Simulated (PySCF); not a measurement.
## Shifts of the heteroatoms

Bonds (- single, = double, # triple, : aromatic): C1=C2, C2-C3, C3-C4, C3=N5, N5-C6, C6-Si7, C6-O8, O8-Si9. C1 carries H10, H11; C2 carries H12; C4 carries H13, H14, H15; C6 carries H16; Si7 carries H17, H18, H19; Si9 carries H20, H21, H22. Stereochemistry as in C=C/C(C)=N/[C@H]([SiH3])O[SiH3]. H11 is cis to C3; H10 is trans to C3.

Method: structure optimised with GFN2-xTB, GIAO PBE0/pcSseg-1 shieldings, in PySCF (gas phase, one conformer, one averaged value for each set of equivalent atoms, non-relativistic).

(1) Predict the 29Si NMR data.

(2) Where does 15N resonate?

(3) Predict the 17O NMR data.

## Answers

(1) 
| atoms | environment | σ (ppm) | δ (ppm) |
| --- | --- | --- | --- |
| Si9 | silicon bonded to O, 3 H | 387.6 | -38.6 |
| Si7 | silicon bonded to C, 3 H | 412.0 | -58.7 |

Shieldings were converted by a linear fit to measured shifts: 29Si (scatter 8.9 ppm rms, 25.8 ppm with the 6 outliers that the fit left out vs TMS, solution or neat liquid). Occasional misses reach two or three times the rms, and more in compound classes unlike the fitted ones.

On a 400 MHz spectrometer 29Si resonates near 79.5 MHz, so 1 ppm is 79.5 Hz.

(2) 
| atoms | environment | σ (ppm) | δ (ppm) |
| --- | --- | --- | --- |
| N5 | imine nitrogen | -109.9 | -46.8 |

Shieldings were converted by a linear fit to measured shifts: 15N: δ = -148.07 − 0.921σ (rms 6.3 ppm, 71 shifts vs CH3NO2, solution or neat liquid). A few per cent of atoms miss by over 2 rms, more outside the fitted compound classes.

On a 400 MHz spectrometer 15N resonates near 40.5 MHz, so 1 ppm is 40.5 Hz.

(3) 
```
atoms             environment  σ (ppm)  δ (ppm)
   O8  oxygen bonded to C, Si    281.4     10.3
```

Shieldings were converted by a linear fit to measured shifts: 17O: δ = 266.70 − 0.911σ (rms 10.7 ppm, 155 shifts, 12.2 ppm with the 3 outliers that the fit left out vs liquid water, solution or neat liquid). Occasional misses reach two or three times the rms, and more in compound classes unlike the fitted ones.

On a 400 MHz spectrometer 17O resonates near 54.2 MHz, so 1 ppm is 54.2 Hz.
